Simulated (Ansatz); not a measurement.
Basis-set series for `Cl[SiH2]BBr`. Total charge 0; spin multiplicity 1. All single points use the PBE0-D4/def2-TZVP geometry. It is one conformer, not always the lowest.

| functional | basis | functions | energy (Eh) | HOMO (eV) | LUMO (eV) |
| --- | --- | --- | --- | --- | --- |
| PBE0-D4 | def2-TZVPP | 205 | -3349.98841 | -7.97 | -2.72 |
| PBE0-D4 | def2-QZVPP | 376 | -3350.06576 | -7.99 | -2.74 |
| ωB97M-V | def2-TZVPP | 205 | -3350.38549 | -10.11 | -0.72 |
| ωB97M-V | def2-QZVPP | 376 | -3350.45950 | -10.13 | -0.76 |

Problem. Give the rows for def2-SVP. (Best estimate.)

Solution. The calculation gave: 
```json
{"functional": "PBE0-D4", "basis": "def2-SVP", "functions": "97", "energy (Eh)": "-3349.38710", "HOMO (eV)": "-7.90", "LUMO (eV)": "-2.66"}
{"functional": "ωB97M-V", "basis": "def2-SVP", "functions": "97", "energy (Eh)": "-3349.78462", "HOMO (eV)": "-10.00", "LUMO (eV)": "-0.60"}
```

Scalar relativity is left out up to krypton.

Results of the Gaussian-basis code of Ansatz.
